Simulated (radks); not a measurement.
The numbers below are computed, except where a source is named.
All-electron atom: Ir4+ in [Kr] 4d10 4f14 5p6 5d5 6p2 (not the ground configuration). Code: a radial shooting solver on a logarithmic mesh with Libxc functionals. Model: Dirac Kohn-Sham, PBEsol, spin-unpolarised, spherical densities, point nucleus; open shells are shared between the two j in proportion to 2j + 1.

Unscreened Slater integrals over Kohn-Sham orbitals (hartree). Large and small components are both included. Empty in this configuration: 5s1/2.

F0(6p3/2,6p3/2): 0.35223
F2(6p3/2,6p3/2): 0.19439
F0(6p3/2,6p1/2): 0.36308
G2(6p3/2,6p1/2): 0.19606
F0(6p3/2,5d5/2): 0.42143
F2(6p3/2,5d5/2): 0.15348
G1(6p3/2,5d5/2): 0.057582
G3(6p3/2,5d5/2): 0.052392
F0(6p3/2,5d3/2): 0.42311
F2(6p3/2,5d3/2): 0.15057
G1(6p3/2,5d3/2): 0.053243
G3(6p3/2,5d3/2): 0.049470
F0(6p3/2,5s1/2): 0.44408
G1(6p3/2,5s1/2): 0.040440
F0(6p1/2,6p1/2): 0.37563
F0(6p1/2,5d5/2): 0.44445
G3(6p1/2,5d5/2): 0.067281
F0(6p1/2,5d3/2): 0.44637
G1(6p1/2,5d3/2): 0.073375
F0(6p1/2,5s1/2): 0.46999
G1(6p1/2,5s1/2): 0.036318
F0(5d5/2,5d5/2): 0.64741
F2(5d5/2,5d5/2): 0.34422
F4(5d5/2,5d5/2): 0.23180
F0(5d5/2,5d3/2): 0.65490
F2(5d5/2,5d3/2): 0.34793
G2(5d5/2,5d3/2): 0.34751
G4(5d5/2,5d3/2): 0.23404
F0(5d5/2,5s1/2): 0.74698
G2(5d5/2,5s1/2): 0.29686
F0(5d3/2,5d3/2): 0.66273
F2(5d3/2,5d3/2): 0.35221
F0(5d3/2,5s1/2): 0.75986
G2(5d3/2,5s1/2): 0.31538
F0(5s1/2,5s1/2): 0.93946
